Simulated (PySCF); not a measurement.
Isomers of C6H13FGe, from PySCF 2.14.0, PBE0-D3(BJ)/def2-SVP geometry optimisation, gas phase. One conformer each, no zero-point energy, no frequencies.

Question: Which isomer lies lowest at this level?
A. `[CH3:1][CH:2]([CH3:3])[C@@H:4]1[GeH2:5][CH2:6][C@H:7]1[F:8]` with C1–C2–C4–Ge5 -62°, C2–C4–Ge5–C6 -143°, C4–Ge5–C6–C7 20°, Ge5–C6–C7–F8 -150°, C2–C4–C7–C6 155°: A = 1727, B = 1132, C = 719.5 MHz, dipole 1.49 D
B. `[CH3:1][C@@H:2]1[CH2:3][CH2:4][C@H:5]([F:6])[CH2:7][GeH2:8]1` with C1–C2–C3–C4 178°, C2–C3–C4–C5 67°, C3–C4–C5–F6 54°, C4–C5–C7–Ge8 55°: A = 1855, B = 1295, C = 911.0 MHz, dipole 1.88 D
C. `[CH3:1][C@@:2]1([CH2:3][F:4])[CH2:5][CH2:6][GeH2:7][CH2:8]1` with C1–C2–C3–F4 -60°, C1–C2–C5–C6 171°, C2–C5–C6–Ge7 -34°, C5–C6–Ge7–C8 9°, C6–Ge7–C8–C2 15°: A = 2261, B = 949.6, C = 853.7 MHz, dipole 1.67 D

Answer: B. That is `C[C@@H]1CC[C@H](F)[CH2][GeH2]1`, 5.2 kcal/mol below the next.

```csv
SMILES,mapped SMILES,E (Eh),relative (kcal/mol),relative (kJ/mol),dipole (D)
C[C@@H]1CC[C@H](F)[CH2][GeH2]1,[CH3:1][C@@H:2]1[CH2:3][CH2:4][C@H:5]([F:6])[CH2:7][GeH2:8]1,-2412.18763,0.0,0.0,1.88
C[C@@]1(CF)C[CH2][GeH2][CH2]1,[CH3:1][C@@:2]1([CH2:3][F:4])[CH2:5][CH2:6][GeH2:7][CH2:8]1,-2412.17933,5.2,21.8,1.67
CC(C)[C@@H]1[GeH2][CH2][C@H]1F,[CH3:1][CH:2]([CH3:3])[C@@H:4]1[GeH2:5][CH2:6][C@H:7]1[F:8],-2412.15768,18.8,78.6,1.49
```

As drawn, the highest has a four-membered ring, which the lowest lacks.
